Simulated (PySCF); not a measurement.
**A computed series M(BH4)3(NH3)**

Computed with PySCF 2.14.0, PBE0, def2-SVP on the ligands, density fitting, scalar-relativistic core potentials, no spin-orbit coupling, vacuum. Each member is relaxed from one template within its symmetry. Distances are means of the shortest metal–ligand contacts, charges and spins Mulliken's; removal energies are rigid, with the ligand's formal charge and no counterpoise, so too large; for an anion taken off a cation in vacuum most of it is the attraction of opposite charges, and multiply charged cations can part far more cheaply with an electron moved from ligand to metal. lcecp potentials hold a fixed number of 4f electrons in the core, out of states, spins and gaps.

Order these by the M–BH4 distance, lowest first.
A. Gd, lcecp-1-SVP with ECP53
B. Ho, lcecp-1-SVP with ECP56
C. Dy, lcecp-1-SVP with ECP55

B (2.250), C (2.263), A (2.289).

What else do they give?


| metal | basis on the metal | point group | M–BH4 (Å) | M–NH3 (Å) | charge on M (e) | dipole (D) | removal of one BH4 (eV) | unstable modes (below −25 cm⁻¹) |
| --- | --- | --- | --- | --- | --- | --- | --- | --- |
| Gd | lcecp-1-SVP with ECP53 | C1 | 2.289 | 2.517 | 0.59 | 5.61 | 7.64 | not given |
| Dy | lcecp-1-SVP with ECP55 | C1 | 2.263 | 2.486 | 0.37 | 5.67 | 7.70 | not given |
| Ho | lcecp-1-SVP with ECP56 | C1 | 2.250 | 2.471 | 0.32 | 5.71 | 7.73 | not given |

From Gd to Ho the M–BH4 distance shrinks by 0.04 Å, the lanthanide contraction, and the energy to remove one BH4 rises by 0.09 eV.

Moved off a saddle point of the template and relaxed again: Gd, Dy, Ho. One start shape was tried for each, so a minimum needn't be the lowest isomer.
